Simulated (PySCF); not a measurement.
RuS(OH) (quartet). Method: UPBE0 in PySCF with Ru def2-SVP with ECP28, S def2-SVP, O def2-SVP, H def2-SVP; scalar-relativistic core potentials, no spin–orbit coupling; density-fitted integrals.

Harmonic bands of its minimum:

| ω (cm⁻¹) | IR (km/mol) |
| --- | --- |
| 118 | 4.4 |
| 334 | 87.3 |
| 539 | 30.1 |
| 674 | 150 |
| 764 | 78.9 |
| 3837 | 131 |

Task: The central atom is Ru. Infer the point group and assign the bands.

Result: C1. The modes span 6a: 118 a, 334 a, 539 a, 674 a, 764 a, 3837 a. The computed geometry has O–H 0.967 Å, Ru–O 1.868 Å, Ru–S 2.072 Å; H–O–Ru 117.5°, O–Ru–S 126.0°.

Only a few start shapes were tried, so a lower isomer may exist. With open d or f shells other occupations or spin states may lie lower.
